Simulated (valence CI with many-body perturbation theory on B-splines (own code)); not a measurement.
Results of a calculation; reference values are marked as such.
Level structure of Cu XIV

Level of theory: configuration interaction combined with many-body perturbation theory (CI+MBPT): six valence electrons over a frozen Dirac-Fock core [Ne], a basis of 9 s, 9 p, 8 d, 6 f, 3 g, 1 h functions for each j, with the one-electron correlation potential Σ1 (screened to all orders), the two-electron term Σ2, the three-electron term Σ3, Breit, model QED; selected single and double excitations, second order for the rest, scaled by the run's own slope (own B-spline code, finite nucleus).

No measured spectrum was set against this ion. As an estimate, levels of excited configurations hold to 0.05 to 0.15 % of their energy, terms of the ground configuration to about 0.5 %. Among the levels kept, up to 1500 cm⁻¹ of a level comes from second order outside the variational space, and about a tenth of that is noise between levels of different J, which matters for small intervals.

Levels 1 to 42 of 42, with energies above the lowest level, 3s2 3p4 3P_2. "Leading %" is the weight of the configuration and term that name the level; weights of strongly mixed levels are sums over their largest components and can fall short. In the jj column 3d3/2^4 stands for four electrons in 3d with j = 3/2.

| No. | Configuration | Term | J | E (cm⁻¹) | Leading % | g | Second component | Leading jj |
| --- | --- | --- | --- | --- | --- | --- | --- | --- |
| 1 | 3s2 3p4 | 3P | 2 | 0 | 89 | 1.462 | 7 % 3s2 3p4 1D | 3s^2 3p1/2^2 3p3/2^2 (86 %) |
| 2 | 3s2 3p4 | 3P | 0 | 23280 | 85 |  | 12 % 3s2 3p4 1S | 3s^2 3p1/2^2 3p3/2^2 (66 %) |
| 3 | 3s2 3p4 | 3P | 1 | 23884 | 97 | 1.500 |  | 3s^2 3p1/2 3p3/2^3 (97 %) |
| 4 | 3s2 3p4 | 1D | 2 | 52716 | 89 | 1.037 | 7 % 3s2 3p4 3P | 3s^2 3p1/2 3p3/2^3 (86 %) |
| 5 | 3s2 3p4 | 1S | 0 | 108190 | 83 |  | 12 % 3s2 3p4 3P | 3s^2 3p3/2^4 (65 %) |
| 6 | 3s 3p5 | 3P° | 2 | 354390 | 80 | 1.500 | 17 % 3s2 3p3 3d 3P° | 3s 3p1/2^2 3p3/2^3 (80 %) |
| 7 | 3s 3p5 | 3P° | 1 | 370900 | 77 | 1.486 | 18 % 3s2 3p3 3d 3P° | 3s 3p1/2 3p3/2^4 (41 %) |
| 8 | 3s 3p5 | 3P° | 0 | 382490 | 79 |  | 18 % 3s2 3p3 3d 3P° | 3s 3p1/2 3p3/2^4 (79 %) |
| 9 | 3s 3p5 | 1P° | 1 | 451890 | 56 | 1.011 | 39 % 3s2 3p3 3d 1P° | 3s 3p1/2 3p3/2^4 (30 %) |
| 10 | 3s2 3p3 3d | 5D° | 0 | 478030 | 94 |  |  | 3s^2 3p1/2 3p3/2^2 3d3/2 (46 %) |
| 11 | 3s2 3p3 3d | 5D° | 1 | 478520 | 95 | 1.491 |  | 3s^2 3p1/2 3p3/2^2 3d3/2 (49 %) |
| 12 | 3s2 3p3 3d | 5D° | 2 | 478640 | 92 | 1.474 |  | 3s^2 3p1/2 3p3/2^2 3d3/2 (34 %) |
| 13 | 3s2 3p3 3d | 5D° | 3 | 479030 | 89 | 1.476 |  | 3s^2 3p1/2 3p3/2^2 3d3/2 (24 %) |
| 14 | 3s2 3p3 3d | 5D° | 4 | 481390 | 92 | 1.487 | 4 % 3s2 3p3 3d 3F° | 3s^2 3p1/2 3p3/2^2 3d5/2 (49 %) |
| 15 | 3s2 3p3 3d | 3D° | 2 | 505670 | 57 | 1.027 | 27 % 3s2 3p3 3d 3F° | 3s^2 3p1/2^2 3p3/2 3d5/2 (45 %) |
| 16 | 3s2 3p3 3d | 3D° | 3 | 513390 | 78 | 1.305 | 7 % 3s2 3p3 3d 3F° | 3s^2 3p1/2 3p3/2^2 3d5/2 (75 %) |
| 17 | 3s2 3p3 3d | 3D° | 1 | 516240 | 95 | 0.514 |  | 3s^2 3p1/2 3p3/2^2 3d5/2 (45 %) |
| 18 | 3s2 3p3 3d | 3F° | 2 | 521390 | 65 | 0.835 | 32 % 3s2 3p3 3d 3D° | 3s^2 3p1/2 3p3/2^2 3d3/2 (74 %) |
| 19 | 3s2 3p3 3d | 1S° | 0 | 525340 | 92 |  |  | 3s^2 3p1/2 3p3/2^2 3d5/2 (48 %) |
| 20 | 3s2 3p3 3d | 3F° | 3 | 526250 | 78 | 1.113 | 15 % 3s2 3p3 3d 3D° | 3s^2 3p1/2 3p3/2^2 3d3/2 (62 %) |
| 21 | 3s2 3p3 3d | 3F° | 4 | 533910 | 85 | 1.236 | 8 % 3s2 3p3 3d 3G° | 3s^2 3p1/2 3p3/2^2 3d5/2 (66 %) |
| 22 | 3s2 3p3 3d | 3G° | 3 | 550840 | 84 | 0.795 | 9 % 3s2 3p3 3d 3F° | 3s^2 3p1/2 3p3/2^2 3d3/2 (34 %) |
| 23 | 3s2 3p3 3d | 3G° | 4 | 554760 | 77 | 1.090 | 19 % 3s2 3p3 3d 3F° | 3s^2 3p1/2 3p3/2^2 3d5/2 (43 %) |
| 24 | 3s2 3p3 3d | 3G° | 5 | 559720 | 97 | 1.199 |  | 3s^2 3p1/2 3p3/2^2 3d5/2 (97 %) |
| 25 | 3s2 3p3 3d | 1G° | 4 | 565080 | 84 | 1.027 | 9 % 3s2 3p3 3d 3F° | 3s^2 3p1/2 3p3/2^2 3d3/2 (60 %) |
| 26 | 3s2 3p3 3d | 1D° | 2 | 576130 | 77 | 1.001 | 9 % 3s2 3p3 3d 3F° | 3s^2 3p1/2 3p3/2^2 3d3/2 (45 %) |
| 27 | 3s2 3p3 3d | 3D° | 1 | 587700 | 94 | 0.516 |  | 3s^2 3p1/2^2 3p3/2 3d3/2 (35 %) |
| 28 | 3s2 3p3 3d | 3P° | 0 | 592330 | 90 |  |  | 3s^2 3p1/2^2 3p3/2 3d3/2 (41 %) |
| 29 | 3s2 3p3 3d | 3P° | 1 | 595400 | 88 | 1.488 |  | 3s^2 3p1/2^2 3p3/2 3d5/2 (28 %) |
| 30 | 3s2 3p3 3d | 3F° | 3 | 599910 | 85 | 1.069 | 7 % 3s2 3p3 3d 3G° | 3s^2 3p1/2 3p3/2^2 3d5/2 (42 %) |
| 31 | 3s2 3p3 3d | 3D° | 2 | 600050 | 54 | 0.988 | 27 % 3s2 3p3 3d 3F° | 3s^2 3p1/2 3p3/2^2 3d5/2 (49 %) |
| 32 | 3s2 3p3 3d | 3F° | 2 | 604060 | 52 | 0.921 | 30 % 3s2 3p3 3d 3D° | 3s^2 3p3/2^3 3d3/2 (34 %) |
| 33 | 3s2 3p3 3d | 3F° | 4 | 605530 | 75 | 1.207 | 12 % 3s2 3p3 3d 1G° | 3s^2 3p3/2^3 3d5/2 (68 %) |
| 34 | 3s2 3p3 3d | 3P° | 2 | 613250 | 80 | 1.420 | 4 % 3s2 3p3 3d 1D° | 3s^2 3p3/2^3 3d5/2 (51 %) |
| 35 | 3s2 3p3 3d | 3D° | 3 | 615830 | 81 | 1.284 | 7 % 3s2 3p3 3d 1F° | 3s^2 3p1/2 3p3/2^2 3d5/2 (50 %) |
| 36 | 3s2 3p3 3d | 3P° | 1 | 649240 | 35 | 1.480 | 26 % 3s2 3p3 3d 3S° | 3s^2 3p1/2 3p3/2^2 3d3/2 (73 %) |
| 37 | 3s2 3p3 3d | 3P° | 2 | 649500 | 77 | 1.488 | 14 % 3s 3p5 3P° | 3s^2 3p1/2 3p3/2^2 3d3/2 (34 %) |
| 38 | 3s2 3p3 3d | 1F° | 3 | 650570 | 77 | 1.050 | 14 % 3s2 3p3 3d 3D° | 3s^2 3p3/2^3 3d5/2 (53 %) |
| 39 | 3s2 3p3 3d | 3S° | 1 | 654020 | 59 | 1.613 | 20 % 3s2 3p3 3d 1P° | 3s^2 3p1/2 3p3/2^2 3d5/2 (66 %) |
| 40 | 3s2 3p3 3d | 3P° | 1 | 667740 | 45 | 1.379 | 20 % 3s2 3p3 3d 1P° | 3s^2 3p3/2^3 3d5/2 (22 %) |
| 41 | 3s2 3p3 3d | 3P° | 0 | 668030 | 78 |  | 18 % 3s 3p5 3P° | 3s^2 3p3/2^3 3d3/2 (43 %) |
| 42 | 3s2 3p3 3d | 3D° | 3 | 674850 | 86 | 1.299 | 9 % 3s2 3p3 3d 1F° | 3s^2 3p1/2 3p3/2^2 3d3/2 (40 %) |

Names give the largest LS component (configuration and term), which can be under half, so a name can repeat, a term be missing and a line seem to break the LS rules; names also repeat where a configuration has a term twice.

Where two levels of one J and parity lie close, their mixing, g and order are uncertain.

The ionisation energy to 3s2 3p3 4S°_3/2 of the next ion comes out as 436.54 eV (NIST: 436 ± 0.6 eV (semi-empirical)). All 42 levels together are meant to be complete up to 675010 cm⁻¹.
